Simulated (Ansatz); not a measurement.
Al12P11F3 was relaxed with r2SCAN-D4 (def2-SVP) in Ansatz in these states: charge +1 doublet, charge -1 doublet. The geometries follow in no particular order.

Single mean-field runs in def2-SVP are fitted with def2-universal-jkfit.

A:

| atom | x (Å) | y (Å) | z (Å) |
| --- | --- | --- | --- |
| Al1 | 3.8874 | -0.1619 | -1.1103 |
| P2 | 5.8316 | -0.1424 | -0.1289 |
| Al3 | 4.8376 | 0.6125 | 1.6732 |
| P4 | 4.2979 | 1.2352 | 3.7021 |
| Al5 | 2.2140 | 1.2729 | 3.0548 |
| P6 | 2.7753 | -1.5507 | -2.6926 |
| Al7 | 1.8052 | 0.4846 | -2.8781 |
| Al8 | 1.0127 | -1.6731 | -1.2043 |
| P9 | 1.3637 | -0.1672 | 0.6336 |
| P10 | -0.2419 | 1.4955 | -2.7758 |
| Al11 | 0.0109 | 1.4594 | -0.4582 |
| Al12 | -0.3689 | -0.4803 | 2.2679 |
| P13 | 0.1295 | 0.7984 | 4.1238 |
| P14 | -1.6213 | 2.6711 | 0.6849 |
| Al15 | -0.3287 | 2.3490 | 2.5440 |
| P16 | -0.9624 | -2.6020 | -1.8962 |
| Al17 | -1.5536 | -0.4232 | -2.3407 |
| Al18 | -2.6108 | -2.2132 | -0.2295 |
| P19 | -2.4878 | -1.2895 | 1.9559 |
| P20 | -3.6283 | 0.1681 | -1.4541 |
| Al21 | -2.7481 | 0.5937 | 0.6640 |
| P22 | -4.4847 | -3.5934 | -0.4370 |
| Al23 | -5.1121 | -1.6831 | -1.5224 |
| F24 | 3.0407 | 1.3921 | -1.9189 |
| F25 | 1.3836 | 2.8172 | 2.2014 |
| F26 | -6.4415 | -1.3695 | -2.4588 |

B:

Cartesian coordinates in Å:
```
Al 3.325 0.722 -1.864
P 5.455 0.145 -2.020
Al 5.140 -0.874 -0.114
P 5.170 -2.023 1.744
Al 3.029 -1.486 1.906
P 1.719 1.118 -3.566
Al 1.220 2.533 -1.853
Al 0.296 -0.140 -2.225
P 1.571 -0.485 -0.157
P -0.453 3.176 -0.488
Al 0.141 1.271 0.768
Al 0.041 -2.028 0.980
P 1.221 -2.683 2.876
P -0.729 1.143 2.956
Al 0.816 -0.474 3.245
P -1.905 -0.244 -2.700
Al -1.989 1.417 -1.072
Al -3.269 -1.273 -0.998
P -2.189 -2.346 0.871
P -3.761 1.196 0.410
Al -2.199 -0.112 1.522
P -5.364 -1.908 -1.545
Al -5.648 -0.013 -0.478
F 2.851 2.418 -1.057
F 2.528 0.064 2.956
F -7.017 0.886 -0.095
```

Problem. Judge from the bond lengths which geometry belongs to which state (an estimate).

Solution. A is the charge +1 doublet (Al18–Al23 2.865 Å, P22–Al23 2.285 Å, Al18–P22 2.336 Å); B is the charge -1 doublet (Al18–Al23 2.742 Å, P22–Al23 2.193 Å, Al18–P22 2.256 Å).
